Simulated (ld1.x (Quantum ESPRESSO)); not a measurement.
I: TM pseudisation with LDA (PZ), fully relativistic reference atom.

iodine, norm-conserving Troullier–Martins (Kleinman–Bylander form), made with ld1.x (Quantum ESPRESSO) 7.5 (LDA (PZ), fully relativistic). Core [Kr], reference 4d10 5s1.75 5p5.25. Waves: 5s (bound): rc 1.50 bohr; 5p (bound): rc 1.75 bohr; 4d (bound): rc 1.50 bohr. Local part: all-electron potential smoothed inside 1.60 bohr (lloc = -1). Core correction: a·sin(br)/r model core, default radius (core density twice the valence density).

Open shells are filled in proportion to 2j + 1 (rel_dist='average').

Poles of the logarithmic derivatives, all-electron (AE) and pseudo (PS). s: poles at 2.9 (AE) and -3.3, 3.0 (PS) Ry. p1/2: poles at 4.6 (AE) and 2.1 (PS) Ry. p3/2: poles at no energy (AE) and 1.7 (PS) Ry. d3/2: poles at -3.5 (AE) and -3.5 (PS) Ry. d5/2: poles at -3.4 (AE) and -3.4 (PS) Ry. Test radius 1.89 bohr.

- Cutoffs needed: 100 Ry and 180 Ry (the cutoffs (Ry, on a coarse ladder) from which the occupation-weighted sum of valence levels, in a spherical-Bessel basis at the reference potential, stays within 10 and 1 mRy of its value at 400 Ry)
- Ghost test: ghost state, extra bound levels that the all-electron valence spectrum of the same l lacks: s at -45.0 eV; a true bound ghost makes a file unfit for plane-wave use (spherical-Bessel basis up to 400 Ry, 20 bohr box)
- Largest excitation error: -196 meV (all-electron minus pseudo) for 4d9 5s2 5p6, out of 7 test configurations
